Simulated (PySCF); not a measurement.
## Electronic absorption of C2H11AlO2Si

C2H11AlO2Si.
SMILES: `C[O+](C)[AlH2-][O][SiH3]`

Level of theory: TDDFT B3LYP/def2-SVPD, vertical, gas phase, core orbitals frozen in the response (PySCF 2.14.0, density-fitted response routines). Isolated species at its PBE0-D3(BJ)/def2-SVP geometry (one conformer only). Torsions of this conformer, `[CH3:1][O+:2]([CH3:3])[AlH2-:4][O:5][SiH3:6]`: C1–O2–Al4–O5 -39°, O2–Al4–O5–Si6 -165°.

```json
{"state": "S1", "E (eV)": "6.21", "λ (nm)": "199.7", "ν̃ (cm⁻¹)": "50080", "f": "0.016", "main configurations (H = HOMO, L = LUMO)": "H→L (71%), H→L+1 (24%)"}
{"state": "S2", "E (eV)": "6.28", "λ (nm)": "197.3", "ν̃ (cm⁻¹)": "50680", "f": "0.0068", "main configurations (H = HOMO, L = LUMO)": "H→L+1 (72%), H→L (25%)"}
{"state": "S3", "E (eV)": "6.68", "λ (nm)": "185.5", "ν̃ (cm⁻¹)": "53900", "f": "0.0073", "main configurations (H = HOMO, L = LUMO)": "H→L+2 (94%)"}
{"state": "S4", "E (eV)": "6.96", "λ (nm)": "178.0", "ν̃ (cm⁻¹)": "56170", "f": "0.0023", "main configurations (H = HOMO, L = LUMO)": "H-1→L+1 (65%), H-1→L (28%)"}
{"state": "S5", "E (eV)": "7.16", "λ (nm)": "173.1", "ν̃ (cm⁻¹)": "57760", "f": "0.0070", "main configurations (H = HOMO, L = LUMO)": "H-2→L+1 (53%), H→L+3 (23%), H-2→L (11%)"}
{"state": "S6", "E (eV)": "7.22", "λ (nm)": "171.7", "ν̃ (cm⁻¹)": "58240", "f": "0.027", "main configurations (H = HOMO, L = LUMO)": "H-1→L (68%), H-1→L+1 (27%)"}
{"state": "S7", "E (eV)": "7.28", "λ (nm)": "170.4", "ν̃ (cm⁻¹)": "58700", "f": "0.0035", "main configurations (H = HOMO, L = LUMO)": "H→L+3 (62%), H-2→L (28%)"}
{"state": "S8", "E (eV)": "7.36", "λ (nm)": "168.5", "ν̃ (cm⁻¹)": "59330", "f": "0.057", "main configurations (H = HOMO, L = LUMO)": "H→L+4 (53%), H-2→L (25%), H-2→L+1 (12%)"}
{"state": "S9", "E (eV)": "7.37", "λ (nm)": "168.1", "ν̃ (cm⁻¹)": "59470", "f": "0.0088", "main configurations (H = HOMO, L = LUMO)": "H→L+4 (41%), H-2→L (28%), H-2→L+1 (18%)"}
{"state": "S10", "E (eV)": "7.48", "λ (nm)": "165.8", "ν̃ (cm⁻¹)": "60300", "f": "0.025", "main configurations (H = HOMO, L = LUMO)": "H→L+5 (88%)"}
```

Triplets, Tamm–Dancoff:

| state | E (eV) | λ (nm) | main configurations (H = HOMO, L = LUMO) |
| --- | --- | --- | --- |
| T1 | 5.94 | 208.7 | H→L+1 (69%), H→L (18%) |
| T2 | 6.16 | 201.3 | H→L (65%), H→L+1 (23%) |
| T3 | 6.50 | 190.6 | H→L+2 (78%), H→L (13%) |
| T4 | 6.71 | 184.7 | H-1→L+1 (75%), H-1→L (10%) |

The lowest singlet lies at 6.21 eV (200 nm, ultraviolet) and is weak; its leading configuration is HOMO→LUMO (71%). The strongest level in the table is S8 at 7.36 eV (169 nm, f = 0.057). Löwdin shares by element: HOMO hydrogen 45% or more, aluminium 28%, oxygen 16% or more; LUMO carbon 30%, aluminium 16%, hydrogen 8% or more (atoms not listed hold the other 45%). Of the 10 states listed, 4 reach f = 0.01 and none stays under 0.0005. Orbital energies (eV): HOMO-3 -8.90, HOMO-2 -8.11, HOMO-1 -7.92, HOMO -7.09, LUMO -0.14, LUMO+1 0.11, LUMO+2 0.44. Weighted by f, the mean energy of these states is 7.15 eV. All these states lie below the vertical ionisation energy of 9.18 eV (ΔSCF). Only the lowest 10 singlets were computed, as vertical energies without vibronic structure.

Hardware: Intel Xeon 6975P-C, one thread, no GPU (shared host). Cost: 3.0 min, 1.1 GiB resident at most.
